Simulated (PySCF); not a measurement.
# Bond curve of CaBe

Set-up: basis Ca 3-21G, Be 3-21G; no relativity; PySCF 2.14. Energies in eV from Ca + Be in their ground configurations at the same level. State: ¹Σ⁺ (singlet), closed shell.

All columns are PBE0. A positive dipole means Ca(−)Be(+).

```
R (Å)  E (eV)  μ (D)  Mulliken charge on Ca (basis-dependent)  HOMO (eV)  LUMO (eV)  Mayer bond order  ⟨S²⟩
3.103  -0.090  -0.40                                     0.18      -4.06      -1.65              0.64  0.00
3.247  -0.151  -0.48                                     0.15      -4.11      -1.59              0.59  0.00
3.392  -0.182  -0.55                                     0.13      -4.15      -1.57              0.53  0.00
3.500  -0.192  -0.58                                     0.12      -4.18      -1.57              0.48  0.00
3.608  -0.193  -0.61                                     0.10      -4.21      -1.58              0.44  0.00
3.716  -0.188  -0.62                                     0.09      -4.24      -1.58              0.40  0.00
3.861  -0.176  -0.63                                     0.08      -4.26      -1.58              0.35  0.00
4.041  -0.156  -0.62                                     0.06      -4.29      -1.57              0.29  0.00
4.257  -0.129  -0.57                                     0.05      -4.32      -1.56              0.23  0.00
4.546  -0.096  -0.49                                     0.03      -4.33      -1.54              0.17  0.00
```

A fit through these points gives, at Re = 3.571 Å, μ = -0.60 D and dμ/dR = -0.218 D/Å; the reduced mass is 7.354 u.

Question: How strong is the fundamental in the double-harmonic approximation, I = 42.26·(dμ/dR)²/μred km/mol?

Answer: I = 42.26·(-0.218)²/7.354 = 0.273 km/mol at PBE0.

Closed-shell solutions of metal pairs were not tested for spin polarisation, which can lower them a little. The bond is weak. Basis-set superposition, not corrected here, can be much of De in a small basis, most of all at correlated wavefunction levels. Functionals without a dispersion term scatter widely for such bonds, and LDA overbinds them. 3-21G is very small, so such numbers show the basis as much as the molecule.
